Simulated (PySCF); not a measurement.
Compound: C₆H₁₁GeP.
Atom-mapped SMILES: `[CH3:1][CH:2]1[CH:3]=[CH:4][P:5]([GeH3:6])[CH:7]=[CH:8]1` (hydrogens: H9, H10, H11 on C1; H12 on C2; H13 on C3; H14 on C4; H15, H16, H17 on Ge6; H18 on C7; H19 on C8)

Level: CAM-B3LYP/def2-SVPD in PySCF, non-relativistic, on one gas-phase PBE0-D3(BJ)/def2-SVP geometry that isn't relaxed in the solvent. The solvent is an IEF-PCM continuum (van der Waals radii × 1.2), and excitations are vertical TDDFT with non-equilibrium linear response and a frozen core. Specific hydrogen bonds and non-electrostatic terms are outside this model. Spin–orbit coupling is left out although an atom past zinc is present.

Gas-phase singlets (H = HOMO, L = LUMO):

```csv
state,E (eV),λ (nm),f,leading configurations
S1,4.697,264,0.015,H→L+1 98%
S2,5.151,241,0.299,H→L 89%
S3,5.829,213,0.016,"H→L+4 42%, H→L+2 37%"
S4,5.836,212,0.017,"H→L+4 45%, H→L+2 42%"
S5,6.173,201,0.080,"H→L+3 73%, H→L+2 10%"
```

Question: What are the lowest 5 singlets in acetone (ε = 20.49)?

Answer: 
| state | E (eV) | λ (nm) | f | leading configurations | change by rank (eV) |
| --- | --- | --- | --- | --- | --- |
| S1 | 4.771 | 260 | 0.020 | H→L+1 98% | +0.074 |
| S2 | 5.120 | 242 | 0.394 | H→L 90% | -0.031 |
| S3 | 5.857 | 212 | 0.011 | H→L+4 88% | +0.028 |
| S4 | 5.892 | 210 | 0.048 | H→L+2 73%, H→L+3 16% | +0.056 |
| S5 | 6.161 | 201 | 0.124 | H→L+3 71%, H→L+2 15% | -0.012 |

Question: The ground-state energy changes by -0.117 eV from gas to acetone. By how much does the total energy of gas-phase S1 change?

Answer: E(S1) = E(S0) + excitation energy, so it changes by -0.117 + 0.074 = -0.043 eV: it is lowered less than the ground state, which is what a blue shift means. This is the vertical state, with the slow part of the continuum still set for S0.

Question: How do the frontier levels move from gas to acetone?

Answer: 
```json
{"orbital": "LUMO+2", "gas (eV)": "1.11", "solvent (eV)": "1.23", "change (eV)": "+0.12", "Löwdin shares, gas": "Ge6 28 %, C1 11 %, H15 6 %, C3 5 %", "Löwdin shares, solvent": "Ge6 33 %, C1 8 %, H15 7 %, H17 5 %"}
{"orbital": "LUMO+1", "gas (eV)": "0.57", "solvent (eV)": "0.67", "change (eV)": "+0.10", "Löwdin shares, gas": "C8 18 %, C7 16 %, C3 14 %, C4 13 %", "Löwdin shares, solvent": "C8 17 %, C3 15 %, C7 15 %, C4 14 %"}
{"orbital": "LUMO", "gas (eV)": "0.52", "solvent (eV)": "0.57", "change (eV)": "+0.05", "Löwdin shares, gas": "Ge6 27 %, P5 15 %, C3 8 %, C4 7 %", "Löwdin shares, solvent": "Ge6 28 %, P5 17 %, C3 7 %, H16 7 %"}
{"orbital": "HOMO", "gas (eV)": "-7.25", "solvent (eV)": "-7.24", "change (eV)": "+0.01", "Löwdin shares, gas": "P5 34 %, Ge6 11 %, C7 10 %, C4 10 %", "Löwdin shares, solvent": "P5 32 %, C7 11 %, Ge6 11 %, C4 11 %"}
{"orbital": "HOMO-1", "gas (eV)": "-9.24", "solvent (eV)": "-9.16", "change (eV)": "+0.08", "Löwdin shares, gas": "C4 21 %, C7 21 %, C3 19 %, C8 19 %", "Löwdin shares, solvent": "C4 21 %, C7 21 %, C3 19 %, C8 19 %"}
{"orbital": "HOMO-2", "gas (eV)": "-9.43", "solvent (eV)": "-9.41", "change (eV)": "+0.02", "Löwdin shares, gas": "P5 34 %, C7 12 %, Ge6 12 %, C4 12 %", "Löwdin shares, solvent": "P5 35 %, C7 12 %, Ge6 12 %, C4 12 %"}
{"orbital": "HOMO-3", "gas (eV)": "-10.07", "solvent (eV)": "-9.92", "change (eV)": "+0.15", "Löwdin shares, gas": "C4 14 %, C7 14 %, P5 13 %, C8 10 %", "Löwdin shares, solvent": "C4 14 %, C7 14 %, P5 13 %, C8 10 %"}
```

The HOMO–LUMO gap goes from 7.77 to 7.81 eV.

The run took 86 s of wall time on one thread of an Intel Xeon Platinum 8488C, no GPU, shared host with 192 logical CPUs at a one-minute load of 51, and the process peaked at 1.6 GiB of memory. This is the whole response run at CAM-B3LYP/def2-SVPD in acetone, SCF included.
